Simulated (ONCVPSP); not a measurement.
# Pseudopotential generation for Si (Z = 14): ONCV, PBEsol, scalar-relativistic.

ONCVPSP 4.0.1 input, shortened (lines: element, Z, core and valence counts, functional; n l f; lmax; l rc ep ncon nbas qcut; lloc lpopt rc5 dvloc0; l nproj debl; icmod fcfact rcfact), PBEsol, scalar-relativistic:

```
  Si 14.00    3    2  -116133      upf
    1    0    2.00
    2    0    2.00
    2    1    6.00
    3    0    1.50
    3    1    2.50
    1
    0    1.90    0.00    4    7    4.00
    1    1.65    0.00    4    9    5.00
    1    5    1.65    0.00
    0    2    1.30
    1    0    0.60
    2    0.55    0.65
```

Poles of the logarithmic derivatives, all-electron (AE) and pseudo (PS). s: poles at 1.2 (AE) and 1.2 (PS) Ha. p: poles at 2.8 (AE) and 2.4 (PS) Ha. Test radii: s 1.93, p 1.67 bohr.

- Cutoffs needed: 7.3 Ha and 23 Ha (the cutoffs (Ha) at which the residual kinetic energy of the hardest occupied pseudo-wave falls to 1 and 0.1 mHa per electron)
- Ghost test: no bound ghost flagged; no localised positive-energy state flagged
- Largest excitation error: +11 meV (all-electron minus pseudo) for 3s2 3p0, out of 4 test configurations
- rms error of d²Exc/dni dnj: 1.97 mHa without and 0.62 mHa with the model core
